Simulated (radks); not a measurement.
These are the eigenvalues of the occupied orbitals of an atom or ion with whole-number occupations (hartree). Calculated with a radial shooting solver on a logarithmic mesh with Libxc functionals: scalar-relativistic Kohn-Sham, LDA (Slater exchange, Perdew-Zunger correlation), spin-polarised, spherical densities, point nucleus.

| orbital | eigenvalue |
|---|---|
| 1s up | -1291.993 |
| 1s down | -1291.967 |
| 2s up | -225.8105 |
| 2s down | -225.7939 |
| 2p up | -205.8642 |
| 2p down | -205.8478 |
| 3s up | -67.83472 |
| 3s down | -67.80476 |
| 3p up | -61.37255 |
| 3p down | -61.34142 |
| 3d up | -51.94454 |
| 3d down | -51.91587 |
| 4s up | -31.08278 |

Which element is it, and in what charge state? The configuration may be excited. Open shells, if any, are filled with parallel spins first.

Answer. Z = 54, xenon, charge +25: Xe25+ in [Ar] 3d10 4s1. The list shows which subshells hold electrons but not how many an open one holds; the 1s level, -1292 hartree, gives Z - s = 50.8 by -(Z - s)^2/2, which with screening and relativity narrows Z to a few neighbours, and the depths of the outer levels then fix element, charge and occupations together.
